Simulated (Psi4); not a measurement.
Internal rotation in C6H8O2Si, SMILES Oc1cccc(O[SiH3])c1. Scanned: dihedral C5–C6–O7–Si8; all other coordinates were relaxed at GFN2-xTB. Points at φ and −φ are mirror images.

Geometry of the scan point at -150° (Å):
```
17

O     -3.2207    -1.1880    -0.0771
C     -2.0603    -0.4801    -0.0835
C     -2.1294     0.8998    -0.2470
C     -0.9647     1.6419    -0.2615
C      0.2682     1.0323    -0.1146
C      0.3383    -0.3461     0.0553
O      1.5521    -0.9152     0.2073
Si     2.1787    -2.3669    -0.1620
C     -0.8271    -1.1008     0.0633
H     -3.0321    -2.1262     0.0455
H     -3.0958     1.3625    -0.3617
H     -1.0167     2.7119    -0.3924
H      1.1815     1.6052    -0.1250
H      3.5791    -2.0973     0.1135
H      1.8925    -2.7074    -1.5569
H      1.6294    -3.4238     0.6945
H     -0.7610    -2.1732     0.1871
```

Calculation: PBE-D3(BJ)/def2-SVP // GFN2-xTB (Psi4).

Scanned values (°): -165, -150, -135, -120, -105, -90, -75, -60, -45, -30, -15, 0, 15, 30, 45, 60, 75, 90, 105, 120, 135, 150, 165, 180.

Problem. Locate the minima and the barriers on this grid.

Solution. Lower than their neighbours: 0° (0.0 kJ/mol), 180° (1.6 kJ/mol). Higher than their neighbours: -90° (7.7 kJ/mol), 90° (7.7 kJ/mol). The whole profile spans 7.7 kJ/mol.
